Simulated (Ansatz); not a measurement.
Cost and result for the atomization energy of BFH7NSi2, SMILES `B[SiH](N)[SiH2]F` (12 atoms, 11 bonds).

```json
{"atom": "B1", "x (Å)": "-0.269", "y (Å)": "-0.076", "z (Å)": "-1.980"}
{"atom": "Si2", "x (Å)": "0.243", "y (Å)": "0.582", "z (Å)": "-0.172"}
{"atom": "N3", "x (Å)": "1.893", "y (Å)": "0.301", "z (Å)": "0.233"}
{"atom": "Si4", "x (Å)": "-1.159", "y (Å)": "-0.552", "z (Å)": "1.340"}
{"atom": "F5", "x (Å)": "-1.155", "y (Å)": "-2.135", "z (Å)": "1.051"}
{"atom": "H6", "x (Å)": "-1.385", "y (Å)": "0.122", "z (Å)": "-2.363"}
{"atom": "H7", "x (Å)": "0.463", "y (Å)": "-0.696", "z (Å)": "-2.694"}
{"atom": "H8", "x (Å)": "-0.216", "y (Å)": "2.008", "z (Å)": "-0.041"}
{"atom": "H9", "x (Å)": "2.604", "y (Å)": "0.354", "z (Å)": "-0.478"}
{"atom": "H10", "x (Å)": "2.262", "y (Å)": "0.539", "z (Å)": "1.139"}
{"atom": "H11", "x (Å)": "-2.564", "y (Å)": "-0.079", "z (Å)": "1.213"}
{"atom": "H12", "x (Å)": "-0.718", "y (Å)": "-0.366", "z (Å)": "2.751"}
```

Total charge 0; spin multiplicity 1. All single points use the PBE0-D4/def2-TZVP geometry. It is one conformer, not always the lowest. Program: Ansatz. All runs use 4 threads of an Arm Neoverse V1 on a shared host. Times are those of one run each, without the atoms' runs, and a repeat can differ threefold. Electronic energies, without spin–orbit coupling; frozen cores. CCSD(T)/CBS adds CCSD(T) − MP2 in def2-TZVPP to the MP2 limit, and its time is that of the two runs behind it. T1 = 0.013. B3LYP takes the VWN-RPA correlation (the form of Gaussian; ORCA's B3LYP/G).

CCSD(T)/CBS is a level of theory with its own doubt, some kJ/mol a heavy atom from the limit and from the frozen cores, so smaller differences don't rank the functionals.

```
                             level  functions  wall time  atomization (kJ/mol)  difference from CCSD(T)/CBS  per bond
   PBE-D4/def2-TZVPP (with forces)        275      3.1 s                3987.3                         18.9       1.7
                PBE0-D4/def2-TZVPP        275      3.8 s                3939.8                        -28.6      -2.6
r2SCAN-D4/def2-TZVPP (with forces)        275      5.5 s                3969.0                          0.6       0.1
 B3LYP-D4/def2-TZVPP (with forces)        275        6 s                3978.8                         10.4       0.9
                 B2PLYP/def2-TZVPP        275        7 s                3923.0                        -45.4      -4.1
                ωB97X-V/def2-TZVPP        275       10 s                3999.5                         31.1       2.8
  ωB97M-V/def2-TZVPP (with forces)        275       16 s                3977.6                          9.2       0.8
                    MP2/def2-QZVPP        521       30 s                3953.9                        -14.5      -1.3
                CCSD(T)/def2-TZVPP        275    3.7 min                3852.4                       -116.0     -10.5
                 CCSD(T)/CBS(def2)          –    4.2 min                3968.4                          0.0       0.0
```

From PBE to PBE0 (25 % exact exchange), in def2-TZVPP and without D4, the atomization energy moves by −43.9 kJ/mol: exact exchange takes away binding that semilocal exchange gives to molecules. The D4 term adds +41.0 kJ/mol with B3LYP and +21.8 kJ/mol with PBE0; it sums over pairs of atoms, weighted by their polarisabilities, and B3LYP, whose exchange is more repulsive, gets the larger term. In def2-TZVPP, CCSD(T) changes the Hartree–Fock value by +906.5 kJ/mol (the triples alone add +44.5 kJ/mol) and MP2 by +938.0 kJ/mol; breaking electron pairs costs correlation energy, which Hartree–Fock lacks.
